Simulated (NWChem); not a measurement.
## Atomisation of C₂H₄I

SMILES: C[CH]I
```xyz
7

C     -2.4297     0.2560     0.5969
C     -1.0705     0.8553     0.6109
I      0.5719    -0.1679    -0.1840
H     -3.0959     0.8275     1.2654
H     -2.8887     0.2722    -0.4131
H     -2.4250    -0.7954     0.9283
H     -0.9019     1.9289     0.7220
```
Charge 0, spin multiplicity 2.

The numbers come from NWChem runs, not from measurements. The geometry was optimised at UB3LYP/def2-SVP with def2 effective core potentials on I, a minimum by its harmonic frequencies.

Basis set: def2-TZVP. The atomisation energy is electronic alone: no zero-point, thermal, spin-orbit or counterpoise terms. No value is extrapolated to the basis-set limit. Free atoms are single determinants with multiplicities C 3, I 2, H 2.

Effective core potentials replace the inner electrons of I; spin-orbit coupling is left out. B3LYP has NWChem's definition, with VWN1-RPA local correlation. The structure started from a generated list of species. The stability of the SCF solutions was not checked.

**Question.** For the atomisation energy, PBE gives 575.6 kcal/mol and BHandHLYP gives 545.1 kcal/mol. What do PBE0, B3LYP, r2SCAN give?

**Answer.** PBE0: 566.9 kcal/mol; B3LYP: 559.2 kcal/mol; r2SCAN: 567.6 kcal/mol.
